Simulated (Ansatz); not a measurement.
Steps of a relaxation of CH₅AlClN (`C[NH][AlH][Cl]`) with RKS PBE0-D4/def2-TZVP.

```sh
$ ansatz run in.yaml --threads 2 --pin off --events-out ev --progress --plain --max-ram 32768MiB --backend cpu
```

```yaml
crystal:
  periodic: [false, false, false]
  atoms:
    - {symbol: C, position_ang: [-0.594190, 1.178700, 0.139540]}
    - {symbol: N, position_ang: [-0.460260, -0.273010, 0.204070]}
    - {symbol: Al, position_ang: [0.967150, -1.221320, -0.286230]}
    - {symbol: Cl, position_ang: [1.089320, -3.235070, -0.161710]}
    - {symbol: H, position_ang: [0.323840, 1.589600, -0.280450]}
    - {symbol: H, position_ang: [-0.744860, 1.612280, 1.132710]}
    - {symbol: H, position_ang: [-1.430790, 1.475770, -0.499480]}
    - {symbol: H, position_ang: [-1.306840, -0.690610, 0.580980]}
    - {symbol: H, position_ang: [2.156640, -0.436340, -0.829440]}
basis:
  gaussian: {orbitals: def2-TZVP}
hamiltonian: {xc: pbe0, dispersion: d4}
relax: {f_tol: 0.005, max_steps: 150}
```

Positions (Å) and forces (eV/Å) along the path, 8 of 8 steps:

```xyz
9
step=1 energy=-21722.0322 eV
C    -0.594    1.179    0.140    0.156   -0.531   -0.012
N    -0.460   -0.273    0.204   -0.154   -0.278    0.089
Al    0.967   -1.221   -0.286   -0.911    1.500    0.236
Cl    1.089   -3.235   -0.162   -0.063   -1.425    0.147
H     0.324    1.590   -0.280    0.002    0.201   -0.017
H    -0.745    1.612    1.133    0.020    0.087    0.004
H    -1.431    1.476   -0.499    0.006    0.083   -0.037
H    -1.307   -0.691    0.581    0.352   -0.023   -0.139
H     2.157   -0.436   -0.829    0.593    0.386   -0.272
9
step=2 energy=-21722.1269 eV
C    -0.595    1.169    0.141    0.049   -0.269    0.004
N    -0.456   -0.279    0.205    0.055   -0.028   -0.017
Al    0.979   -1.188   -0.294   -0.341    0.149    0.124
Cl    1.024   -3.281   -0.133   -0.044    0.041    0.014
H     0.315    1.605   -0.275    0.004    0.049   -0.005
H    -0.749    1.609    1.132   -0.002    0.032    0.012
H    -1.429    1.471   -0.500   -0.011    0.032   -0.016
H    -1.287   -0.718    0.577    0.143   -0.036   -0.053
H     2.198   -0.388   -0.852    0.146    0.030   -0.062
9
step=3 energy=-21722.1348 eV
C    -0.598    1.162    0.143   -0.003   -0.107    0.010
N    -0.449   -0.282    0.204    0.051    0.123   -0.030
Al    0.985   -1.169   -0.298   -0.063   -0.010    0.026
Cl    0.984   -3.263   -0.119   -0.003    0.040   -0.002
H     0.308    1.612   -0.271    0.000    0.008    0.000
H    -0.756    1.603    1.133   -0.008    0.011    0.007
H    -1.432    1.464   -0.500   -0.011    0.012   -0.003
H    -1.270   -0.735    0.574    0.042   -0.048   -0.011
H     2.230   -0.392   -0.866   -0.004   -0.030    0.004
9
step=4 energy=-21722.1349 eV
C    -0.600    1.159    0.144   -0.079    0.238    0.011
N    -0.446   -0.271    0.202    0.151   -0.299   -0.035
Al    0.984   -1.169   -0.298   -0.044    0.012    0.017
Cl    0.979   -3.262   -0.117   -0.016    0.040    0.003
H     0.304    1.616   -0.269    0.011    0.014   -0.005
H    -0.760    1.603    1.133   -0.006    0.011    0.005
H    -1.434    1.464   -0.499   -0.006    0.011   -0.002
H    -1.258   -0.740    0.571   -0.022   -0.006    0.011
H     2.231   -0.400   -0.867    0.012   -0.021   -0.004
9
step=5 energy=-21722.1372 eV
C    -0.604    1.163    0.145   -0.037    0.072    0.009
N    -0.439   -0.273    0.200    0.052    0.006   -0.021
Al    0.990   -1.166   -0.301    0.020   -0.032   -0.006
Cl    0.966   -3.258   -0.113   -0.007    0.013    0.002
H     0.297    1.628   -0.265    0.000   -0.009    0.002
H    -0.769    1.604    1.135   -0.001   -0.015    0.001
H    -1.440    1.463   -0.497    0.000   -0.014    0.001
H    -1.249   -0.746    0.569   -0.016   -0.011    0.008
H     2.247   -0.415   -0.873   -0.009   -0.010    0.004
9
step=6 energy=-21722.1381 eV
C    -0.612    1.172    0.148   -0.008   -0.057    0.008
N    -0.422   -0.263    0.193    0.079   -0.038   -0.029
Al    1.003   -1.166   -0.307   -0.064    0.004    0.026
Cl    0.939   -3.255   -0.102    0.004    0.003   -0.002
H     0.282    1.652   -0.258    0.002    0.016   -0.002
H    -0.785    1.596    1.142   -0.007    0.027    0.003
H    -1.453    1.456   -0.494   -0.009    0.027   -0.002
H    -1.226   -0.750    0.561   -0.005    0.009    0.001
H     2.273   -0.443   -0.883    0.007    0.009   -0.004
9
step=7 energy=-21722.1383 eV
C    -0.612    1.171    0.148    0.012    0.006   -0.005
N    -0.419   -0.263    0.192   -0.009    0.004    0.003
Al    1.003   -1.168   -0.307    0.005    0.002   -0.002
Cl    0.940   -3.257   -0.102   -0.001    0.000    0.000
H     0.280    1.655   -0.257    0.000    0.007    0.000
H    -0.788    1.598    1.142    0.000   -0.003    0.001
H    -1.454    1.457   -0.493    0.000   -0.003    0.000
H    -1.223   -0.748    0.561   -0.005   -0.012    0.003
H     2.273   -0.445   -0.884   -0.002   -0.001    0.001
9
step=8 energy=-21722.1383 eV
C    -0.612    1.171    0.148   -0.005    0.000    0.002
N    -0.419   -0.263    0.193    0.003    0.002   -0.001
Al    1.003   -1.168   -0.307    0.000    0.001   -0.001
Cl    0.939   -3.257   -0.102    0.000    0.000    0.000
H     0.281    1.656   -0.257    0.001   -0.004    0.000
H    -0.788    1.597    1.142    0.000    0.000    0.000
H    -1.453    1.457   -0.494    0.000    0.000    0.000
H    -1.223   -0.749    0.561   -0.001    0.001    0.001
H     2.272   -0.444   -0.884    0.001   -0.001    0.000
```

Run time 28 s (2 threads of an AMD EPYC 7R13 on a shared host); peak host memory 0.38 GiB.
